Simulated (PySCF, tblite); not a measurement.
Dissociation curve of AlN, triplet.

- GFN2-xTB, 300 K electronic temperature (tblite)
- UCCSD(T) = CCSD(T) on UHF/cc-pVTZ, 6 core orbitals frozen run with PySCF 2.14.0

Energies relative to the lowest point of each curve near equilibrium, in kJ/mol; the last columns give the difference from UCCSD(T):

| R / Å | GFN2-xTB | UCCSD(T) | GFN2-xTB − UCCSD(T) |
|---|---|---|---|
| 1.42 | 246.4 | 294.9 | -48.6 |
| 1.51 | 90.8 | 147.5 | -56.6 |
| 1.60 | 19.9 | 63.8 | -44.0 |
| 1.67 | 0.0 | 27.8 | -27.8 |
| 1.76 | 1.7 | 25.0 | -23.2 |
| 1.79 | 6.8 | 11.3 | -4.4 |
| 1.86 | 24.6 | 3.4 | 21.2 |
| 1.91 | 40.9 | 0.0 | 40.9 |
| 1.98 | 66.9 | 1.0 | 65.9 |
| 2.07 | 103.5 | 9.3 | 94.2 |
| 2.23 | 171.3 | 35.7 | 135.6 |
| 2.39 | 236.7 | 68.4 | 168.2 |

GFN2-xTB is furthest from UCCSD(T) at 2.39 (168.2 kJ/mol, above); its mean absolute difference over the points is 60.9 kJ/mol.

The scan ran from 1.42 to 7.20 Å; beyond the distances shown one of the unrestricted levels run for this scan, shown here or not, changes its spin distribution in one step. The unrestricted determinant behind UCCSD(T) is spin-contaminated at 1.60 to 1.86, 2.39 Å (<S²> up to 2.2, against 2.00 for a pure triplet).
